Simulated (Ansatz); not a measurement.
Calculated with Ansatz (gas phase, PBE0-D4/def2-TZVP geometries, no zero-point term in ΔE). CCSD(T)/CBS is the MP2 limit (def2-TZVPP, def2-QZVPP) plus CCSD(T) − MP2 in def2-TZVPP, frozen cores. DFT in def2-TZVPP. def2 core potentials past Kr. For In outer-core shells are correlated without core-valence functions, which leaves a few kJ/mol of doubt a bond. Each species was taken in one conformer, which may not be the lowest.

Consider the redistribution: `CO[Si]F` + `C[N](C)[In]([OH])[O][SiH3]` → `CN(C)[Si]F` + `C[O][In]([OH])[O][SiH3]`.

```tsv
level	ΔE (eV)
BLYP	0.18
r2SCAN	0.15
```

Question: What does CCSD(T)/CBS give? (Best estimate.)

Answer: The calculation gave: +0.24 eV. The listed levels differ from it by -0.06, -0.09 eV.

Largest T1 diagnostic among the species: 0.016.

At CCSD(T), def2-SVP lies −0.10 eV from the extrapolated value and def2-TZVPP −0.00 eV. From PBE to PBE0 (25 % exact exchange), in def2-TZVPP and without D4, ΔE moves by +0.04 eV.
